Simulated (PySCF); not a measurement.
Mapped SMILES: `[CH2:1]=[C:2]([CH3:3])[C@@:4]1([NH:5][SiH3:6])[CH2:7][SiH2:8]1` (H(Xn): hydrogen on atom n). Ha(C1) is cis to C3; Ha(C7), Ha(Si8) are pro-R; Hb(C7), Hb(Si8) are pro-S; Hb(C1) is trans to C3.

PySCF 2.14 calculation with shieldings: GIAO PBE0/pcSseg-1 and geometry from GFN2-xTB; non-relativistic Hamiltonian, equivalent nuclei averaged, no solvent model, single conformer.

References, each an isolated molecule treated in the same way: 13C (σref 186.93) vs TMS.

Task: Do the 13C shifts follow the atomic charges (in e)? Tabulate both.

Result: 
| atoms | hybridisation | δ (ppm) | σ para (ppm) | Hirshfeld | IAO | Mulliken | ESP-fitted |
| --- | --- | --- | --- | --- | --- | --- | --- |
| C2 | sp2 | 154.9 | -227 | +0.00 | +0.02 | -0.30 | +0.43 |
| C1 | sp2 | 113.0 | -180 | -0.13 | -0.36 | -0.06 | -0.77 |
| C4 | sp3 | 47.3 | -110 | -0.01 | -0.08 | -0.22 | +0.06 |
| C3 | sp3 | 24.3 | -86 | -0.12 | -0.42 | -0.17 | -0.57 |
| C7 | sp3 | 10.7 | -78 | -0.17 | -0.52 | -0.36 | -0.47 |

Correlation coefficients of δ with charge over these carbons: Hirshfeld +0.52, IAO +0.66, Mulliken +0.23, ESP-fitted +0.46; with the paramagnetic shielding -1.00. With so few points, grouped by hybridisation, these coefficients are fragile. Charge is one influence among several: hybridisation and low-lying excitations act through the paramagnetic term.

Shifts are as computed. Against solution values, carbons near 30 ppm lie about +3 ppm off and those near 130 ppm about +5 ppm. Of 1309 compounds with measured shifts, 239 miss one by over three times the rms of a fit or turn the order of signals round; such compounds aren't used in these exercises.
